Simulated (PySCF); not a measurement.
## Correlation energy of Hg⁶²⁺ (mercury, charge +62)

[Ar], closed-shell 1S. Calculation: PySCF 2.14, in an uncontracted even-tempered set (16 s from 18 bohr⁻², ratio 2.5; 10 p from 23 bohr⁻², ratio 2.5; 4 d from 95 bohr⁻², ratio 2.7; 4 f from 140 bohr⁻², ratio 2.7); the non-relativistic Hamiltonian (point nucleus). Frozen: 1s2; 16 electrons correlated; the 17 highest virtual orbitals of each spin left out.

| level | correlation energy (mhartree) |
| --- | --- |
| CCSD | -638.81 |
| (T) | -0.68 |
| CCSD(T) | -639.49 |

Diagnostics: T1 = 0.00015, D1 = 0.0003, largest double amplitude 0.011.

**Question.** Is a single reference adequate?

**Answer.** Yes, within this model without spin-orbit coupling: T1 lies below 0.03 and no double amplitude reaches 0.07.

At this charge a non-relativistic calculation is a model, useful for the Z dependence of the correlation energy.
